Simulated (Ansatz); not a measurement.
Mulliken charges of CH$_{4}$FGaGeO (`O=[CH][Ga]([F])[GeH3]`) from r2SCAN/def2-TZVPP in Ansatz (PBE0-D4/def2-TZVP geometry).

```
atom   x (Å)   y (Å)   z (Å)  charge (e)
  O1  -1.147   2.368   0.801      -0.248
  C2  -1.057   1.371   1.466       0.044
 Ga3  -0.176  -0.302   0.696       0.653
  F4  -0.232  -1.642   1.846      -0.389
 Ge5   0.859  -0.723  -1.473      -0.131
  H6  -1.459   1.360   2.507       0.053
  H7  -0.243  -0.950  -2.521       0.002
  H8   1.700   0.487  -1.908       0.007
  H9   1.754  -1.969  -1.413       0.008
```

Problem. By hand: the dipole of these point charges (1 e Å = 4.8032 D).

Solution. Σ q r = (0.049, 0.067, -0.102) e Å, of length 0.132 e Å = 0.63 D.

Problem. How does the dipole of the full density compare? (Estimate.)

Solution. The calculation gave: (0.071, 0.003, -0.120) e Å, 0.67 D; the point charges give 0.94 times that, at 30° from its direction.

Point charges leave out the atoms' own dipoles, such as those of lone pairs, and Mulliken's split depends on the basis, so the two needn't agree.
